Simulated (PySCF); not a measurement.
Se (SMILES [Se+]), charge +1, quartet; B3LYP/6-31G in PySCF.

PySCF was given this input:
```python
from pyscf import gto, scf, dft

mol = gto.M(
    atom='''
Se    0.000000    0.000000    0.000000
''',
    basis='6-31g',
    charge=1,
    spin=3,
    verbose=4,
)

mf = dft.UKS(mol)
mf.xc = 'b3lyp'
mf.kernel()
```

Output, abridged:

```
PySCF version 2.14.0

[INPUT] verbose = 4
[INPUT] num. atoms = 1
[INPUT] num. electrons = 33
[INPUT] charge = 1
[INPUT] spin (= nelec alpha-beta = 2S) = 3
[INPUT] symmetry False subgroup None
[INPUT] Mole.unit = angstrom
[INPUT] Symbol           X                Y                Z      unit          X                Y                Z       unit  Magmom
[INPUT]  1 Se     0.000000000000   0.000000000000   0.000000000000 AA    0.000000000000   0.000000000000   0.000000000000 Bohr   0.0

nuclear repulsion = 0
number of shells = 11
number of NR pGTOs = 90
number of NR cGTOs = 27
basis = 6-31g
ecp = {}

******** <class 'pyscf.dft.uks.UKS'> ********
method = UKS
initial guess = minao
damping factor = 0
level_shift factor = 0
DIIS = <class 'pyscf.scf.diis.CDIIS'>
diis_start_cycle = 1
diis_space = 8
diis_damp = 0
SCF conv_tol = 1e-09
SCF conv_tol_grad = None
SCF max_cycles = 50
direct_scf = True
direct_scf_tol = 1e-13
number electrons alpha = 18  beta = 15
XC library pyscf.dft.libxc version 7.1.2
    S. Lehtola, C. Steigemann, M. J. T. Oliveira, and M. A. L. Marques,  SoftwareX 7, 1–5 (2018)
XC functionals = b3lyp
    P. J. Stephens, F. J. Devlin, C. F. Chabalowski, and M. J. Frisch,  J. Phys. Chem. 98, 11623 (1994)
radial grids:
    Treutler-Ahlrichs [JCP 102, 346 (1995); DOI:10.1063/1.469408] (M4) radial grids

becke partition: Becke, JCP 88, 2547 (1988); DOI:10.1063/1.454033
pruning grids: <function nwchem_prune>
grids dens level: 3
symmetrized grids: False
atomic radii adjust function: <function treutler_atomic_radii_adjust>
small_rho_cutoff = 0
Set gradient conv threshold to 3.16228e-05
tot grids = 20424
init E= -2400.16785766243

cycle= 1 E= -2400.77559165995  delta_E= -0.608  |g|= 0.16  |ddm|= 1.09
cycle= 2 E= -2400.80383314894  delta_E= -0.0282  |g|= 0.0437  |ddm|= 0.631
cycle= 3 E= -2400.80496196487  delta_E= -0.00113  |g|= 0.0216  |ddm|= 0.126
cycle= 4 E= -2400.80501400536  delta_E= -5.2e-05  |g|= 0.000938  |ddm|= 0.00654
cycle= 5 E= -2400.80501443665  delta_E= -4.31e-07  |g|= 2.88e-05  |ddm|= 0.00273
cycle= 6 E= -2400.8050144373  delta_E= -6.48e-10  |g|= 1.21e-06  |ddm|= 9.33e-05
Extra cycle  E= -2400.8050144373  delta_E= -9.09e-13  |g|= 3.91e-07  |ddm|= 4.6e-06
converged SCF energy = -2400.8050144373  <S^2> = 3.7501089  2S+1 = 4.0000545
```
